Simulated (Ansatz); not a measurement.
One change: `O=[C](O)[GeH3]` becomes `O=C(O)[SeH]`.

Ansatz, PBE0-D4/def2-TZVP geometries, multiplicity 1. Each molecule was computed in one conformer, which needn't be the lowest.

Scalar relativity is left out up to krypton. Spin–orbit coupling is left out; it splits and shifts lone-pair levels of the heavy atoms by tenths of an eV.

```tsv
property	`O=[C](O)[GeH3]`
HOMO–LUMO gap (PBE0/def2-TZVPP) / eV	7.31
size of the dipole moment (B3LYP/def2-TZVPP) / D	1.43
LUMO energy (B3LYP/def2-TZVPP) / eV	-0.84
HOMO energy (PBE0/def2-TZVPP) / eV	-7.88
size of the dipole moment (PBE/def2-TZVPP) / D	1.35
ideal-gas entropy at 298 K and 1 bar (rigid rotor, harmonic PBE0-D4/def2-TZVP) / J/(mol·K)	331
```

Q: What does the change do to each property? (An estimate is asked.)

A: Ansatz gave: 
```json
{"property": "HOMO–LUMO gap (PBE0/def2-TZVPP) / eV", "`O=C(O)[SeH]`": "7.22", "shift": "-0.09"}
{"property": "size of the dipole moment (B3LYP/def2-TZVPP) / D", "`O=C(O)[SeH]`": "0.88", "shift": "-0.55"}
{"property": "LUMO energy (B3LYP/def2-TZVPP) / eV", "`O=C(O)[SeH]`": "-0.62", "shift": "0.22"}
{"property": "HOMO energy (PBE0/def2-TZVPP) / eV", "`O=C(O)[SeH]`": "-7.55", "shift": "0.33"}
{"property": "size of the dipole moment (PBE/def2-TZVPP) / D", "`O=C(O)[SeH]`": "0.86", "shift": "-0.49"}
{"property": "ideal-gas entropy at 298 K and 1 bar (rigid rotor, harmonic PBE0-D4/def2-TZVP) / J/(mol·K)", "`O=C(O)[SeH]`": "299", "shift": "-32"}
```

With PBE0 the HOMO rises by 0.33 eV and the LUMO rises by 0.23 eV, so the gap narrows by about 0.10 eV. PBE moves the HOMO by 0.05 eV and ωB97M-V by 0.45 eV. The zero-point energy changes by -38.5 kJ/mol with -6 modes. Dipoles are sizes alone; their direction can turn. Modes under 60 cm⁻¹, often nearly free rotors, make the harmonic entropy too high.

B3LYP here is the variant with VWN-RPA as its local correlation; programs differ in this.
